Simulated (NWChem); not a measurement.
# A calculation on stibine (H$_{3}$Sb)

SMILES: [SbH3]
```xyz
4

Sb     0.0006     0.0541     0.0000
H     -0.7203    -0.9130     1.2313
H     -0.7203    -0.9130    -1.2313
H      1.4123    -0.9348     0.0000
```
Charge 0, spin multiplicity 1.

Everything below was run with NWChem. Structure: optimised with B3LYP/def2-SVP with def2 effective core potentials on Sb, a minimum by its harmonic frequencies.

Symmetry labels belong to the abelian group Cs used in the runs, with the axes of the coordinates shown; states degenerate in a higher group split over its labels.

Effective core potentials replace the inner electrons of Sb; spin-orbit coupling is left out.

List the lowest 6 singlet excitations that TD-PBE/def2-SVPD with def2 effective core potentials on Sb gives, with oscillator strengths.


| state | symmetry | energy (eV) | wavelength (nm) | f |
|---|---|---|---|---|
| 1 | a' | 6.11 | 203 | 0.143 |
| 2 | a' | 6.14 | 202 | 0.063 |
| 3 | a" | 6.14 | 202 | 0.063 |
| 4 | a" | 7.40 | 168 | 0.000 |
| 5 | a' | 7.78 | 159 | 0.011 |
| 6 | a" | 7.78 | 159 | 0.011 |
